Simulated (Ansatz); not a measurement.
Molecule: sum formula SiBrCl (charge 0, singlet). 
Structure (B3LYP-D3(BJ)/def2-TZVP (Ansatz, an electronic-structure program) minimum search):
```xyz
3

Si     0.3791     0.3746     1.0903
Cl     1.1144     1.8306    -0.2184
Br    -0.6929    -1.0390    -0.3300
```
Charge 0, spin multiplicity 1.

Basis-set convergence of Hartree-Fock and CCSD correlation energies (hartree) with Ansatz. Cores are frozen in the correlated levels unless marked. Spin-orbit coupling is left out. The frozen core is the preceding noble-gas configuration, with the filled d and f shells of earlier blocks. No relativistic terms.

The Hartree-Fock reference is unstable (checked in the largest basis), which strains HF and MP2. 

| basis | functions | E(HF) | E(corr, CCSD) |
|---|---|---|---|
| def2-SVPD | 92 | -3320.37102 | -0.38186 |
| def2-TZVPPD | 156 | ___ | ___ |

Question: Fill in the missing entries.

Answer: 
- def2-TZVPPD, E(HF): -3320.93747
- def2-TZVPPD, E(corr, CCSD): -0.48397
